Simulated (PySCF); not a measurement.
# Static response to an electric field

C₆H₅NOS.
Structure used (GFN2-xTB), in Å, numbered top down from 1:
```xyz
14
C6H5NOS angstrom
O      1.860   -1.782   -0.358
C      1.328   -0.613    0.103
C      1.970    0.336    0.837
S      0.972    1.703    1.254
C     -0.365    0.992    0.419
C     -1.714    1.241    0.108
C     -2.134    0.159   -0.624
N     -1.113   -0.733   -0.775
C     -0.017   -0.237   -0.140
H      2.780   -1.844   -0.080
H      2.989    0.322    1.171
H     -2.298    2.095    0.384
H     -3.100   -0.033   -1.050
H     -1.156   -1.606   -1.271
```

Level: wB97X-D/def2-SVPD (PySCF), static field, nuclei fixed, core orbitals frozen in the response. The polarisability tensor in these axes (au):

```
x   118.54  -3.27  18.21
y    -3.27  95.40  19.17
z    18.21  19.17  74.99
```

Question: Diagonalise the tensor; give its mean and Δα, where Δα² is half the sum of the squared differences of the eigenvalues.

Answer: Principal values 58.42, 104.85 and 125.66 au; mean 96.31 au = 14.27 Å³ = 15.88 × 10⁻⁴⁰ C²·m²/J; Δα = 59.62 au (62 % of the mean).

Question: What is the dipole moment, and where does it point?

Answer: (0.15, -1.80, -0.93) D, 2.03 D in size, pointing from the negative to the positive side. Measured along this direction, the outermost atoms are H12 at the negative end and H14, O1 and H10 at the positive end.

Question: Rayleigh depolarisation ratio (linearly polarised light, static tensor)?

Answer: ρ = 3Δα²/(45ᾱ² + 4Δα²) = 10663.3/(417421 + 14217.8) = 0.0247.

Question: Along which axes do the principal values lie, and how far do the nuclei extend along each?

Answer: Largest value along (0.91, 0.14, 0.38), where the nuclei span 6.46 Å; middle along (-0.30, 0.88, 0.38), 5.14 Å; least along (-0.28, -0.46, 0.84), 0.01 Å. The response follows the extents in order.

Question: Molar refractivity from α?

Answer: Lorentz–Lorenz: R = (4π/3)N_A α = 2.5225 cm³/(mol·Å³) × 14.27 Å³ = 36.0 cm³/mol, in the limit of long wavelengths.

Question: Traceless (Buckingham) quadrupole moment about the centre of nuclear charge: eigenvalues?

Answer: -13.31, -1.47, 14.79 D·Å. The values depend on the origin, since the dipole doesn't vanish. The electronic extent ⟨r²⟩ about the same centre is 1192 bohr², a root-mean-square distance of 2.15 Å for the 72 electrons.

The structure is a single GFN2-xTB conformer in the gas phase; no vibrational or solvent corrections.
